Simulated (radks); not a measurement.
Results of a calculation; reference values are marked as such.
Polarisability of the iron ion Fe3+, [Ar] 3d5, at imaginary frequency. Level of theory: non-relativistic Kohn-Sham, LB94 model potential, spin-polarised, spherical densities, point nucleus; open shells are filled with parallel spins first (a radial shooting solver on a logarithmic mesh with Libxc functionals). Response by self-consistent Sternheimer equations with the Hartree and adiabatic LDA kernel.

w (hartree),alpha1(iw) (bohr^3)
0.00266,1.833
0.0143,1.833
0.0360,1.832
0.0697,1.828
0.118,1.819
0.186,1.798
0.280,1.757
0.413,1.682
0.605,1.555
0.892,1.364
1.35,1.106
2.12,0.7883
3.59,0.4537
6.94,0.1846
17.5,0.04177

Static values: alpha1 = 1.833 bohr^3 (0.2716 angstrom^3; uncoupled 2.286). C6 = 4.531, triple-dipole C9 = 5.727 atomic units. One-pole (London) frequency 4 C6 / (3 alpha1^2) = 1.798 hartree, against 2.014 for minus the highest occupied eigenvalue.
